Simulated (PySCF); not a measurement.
Be (beryllium, neutral) across methods

[He] 2p2, high-spin 3P determinant (an excited configuration). All numbers are calculated (PySCF 2.14, the non-relativistic Hamiltonian (point nucleus), in def2-TZVPPD).

```csv
method,E (hartree),mean ε 1s α (eV),mean ε 1s β (eV),mean ε 2p α (eV),Σ⟨r²⟩ (bohr²),⟨S²⟩
r2SCAN,-14.4245,-110.58,-110.25,-3.535,21.11,2.000
LDA,-14.2251,-106.79,-106.41,-3.393,21.35,2.000
LC-wPBE,-14.3955,-113.92,-113.55,-6.258,20.48,2.000
PBE,-14.4092,-108.08,-107.67,-3.422,21.11,2.000
BLYP,-14.4349,-108.37,-108.09,-3.194,21.17,2.000
PBEsol,-14.3122,-107.31,-106.94,-3.357,21.22,2.000
revPBE,-14.4423,-108.22,-107.86,-3.419,21.08,2.000
PBE0,-14.4060,-113.93,-113.54,-4.160,21.18,2.000
UHF,-14.33505,-130.83,-130.51,-6.036,22.19,2.000
```
